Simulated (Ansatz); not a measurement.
Computed with Ansatz on PBE0-D4/def2-TZVP structures; ΔE is electronic, products minus reactants. CCSD(T)/CBS is the MP2 limit (def2-TZVPP, def2-QZVPP) plus CCSD(T) − MP2 in def2-TZVPP, frozen cores. This one scheme is used for every species. DFT in def2-TZVPP. Elements past krypton have def2 core potentials. For Sb outer-core shells are correlated without core-valence functions, which leaves a few kJ/mol of doubt a bond.

Consider the hydrogenolysis of the Sb–Cl bond: `[SiH3][Sb]([Cl])[Cl]` + H₂ → `[SiH3][SbH][Cl]` + HCl.

`[SiH3][Sb]([Cl])[Cl]`:

Z-matrix (Å, degrees):
```
Si
Sb 1 2.597
H 1 1.486 2 108.6
H 1 1.486 2 108.7 3 -119.2
H 1 1.482 2 107.7 3 120.4
Cl 2 2.356 1 91.6 3 -70.6
Cl 2 2.356 1 91.6 3 -169.7
```

H₂:

```xyz
2

H     0.055   -0.357    0.094
H    -0.055    0.357   -0.094
```

`[SiH3][SbH][Cl]`:

Z-matrix (Å, degrees):
```
Si
Sb 1 2.585
H 1 1.483 2 110.4
H 1 1.485 2 108.3 3 120.7
H 1 1.489 2 108.7 3 -120.8
Cl 2 2.368 1 92.7 3 -48.1
H 2 1.714 1 90.0 3 46.3
```

HCl:

Z-matrix (Å, degrees):
```
Cl
H 1 1.279
```

CCSD(T)/CBS gives +57.5 kJ/mol.

Another level gave +62.9 kJ/mol. Which?
A. PBE-D4/def2-TZVPP
B. LDA (SPW92)/def2-TZVPP
C. LC-ωPBE/def2-TZVPP
D. CAM-B3LYP/def2-TZVPP

A. PBE-D4 62.9, LDA (SPW92) 51.1, LC-ωPBE 42.1, CAM-B3LYP 46.7 kJ/mol.

Largest T1 diagnostic among the species: 0.013.

The D4 term adds +9.6 kJ/mol with B3LYP and +5.2 kJ/mol with PBE0; it sums over pairs of atoms, weighted by their polarisabilities, and B3LYP, whose exchange is more repulsive, gets the larger term. From BLYP to BHLYP (50 % exact exchange), in def2-TZVPP and without D4, ΔE moves by −12.2 kJ/mol.

B3LYP here is the variant with VWN-RPA as its local correlation; programs differ in this.
